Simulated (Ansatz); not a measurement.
One change: `[OH][InH][Cl]` becomes `[OH][GaH][Cl]`.

Ansatz, PBE0-D4/def2-TZVP geometries, multiplicity 1. Each molecule was computed in one conformer, which needn't be the lowest.

Elements past krypton have def2 core potentials. Scalar relativity is left out up to krypton.

| property | `[OH][InH][Cl]` |
| --- | --- |
| HOMO energy (ωB97M-V/def2-TZVPP) / eV | -10.92 |
| LUMO energy (B3LYP/def2-TZVPP) / eV | -1.80 |
| LUMO energy (ωB97M-V/def2-TZVPP) / eV | -0.02 |
| LUMO energy (PBE0/def2-TZVPP) / eV | -1.51 |
| HOMO–LUMO gap (ωB97M-V/def2-TZVPP) / eV | 10.91 |
| HOMO–LUMO gap (PBE0/def2-TZVPP) / eV | 7.13 |

What does the change do to each property? (Best estimate.)

Ansatz gave: 
```csv
property,`[OH][GaH][Cl]`,shift
HOMO energy (ωB97M-V/def2-TZVPP) / eV,-11.23,-0.31
LUMO energy (B3LYP/def2-TZVPP) / eV,-1.42,0.38
LUMO energy (ωB97M-V/def2-TZVPP) / eV,0.58,0.60
LUMO energy (PBE0/def2-TZVPP) / eV,-1.14,0.37
HOMO–LUMO gap (ωB97M-V/def2-TZVPP) / eV,11.81,0.90
HOMO–LUMO gap (PBE0/def2-TZVPP) / eV,7.81,0.68
```

With PBE0 the HOMO falls by 0.31 eV and the LUMO rises by 0.37 eV, so the gap widens by about 0.68 eV. PBE moves the HOMO by -0.32 eV and ωB97M-V by -0.31 eV.

B3LYP here is the variant with VWN-RPA as its local correlation; programs differ in this.
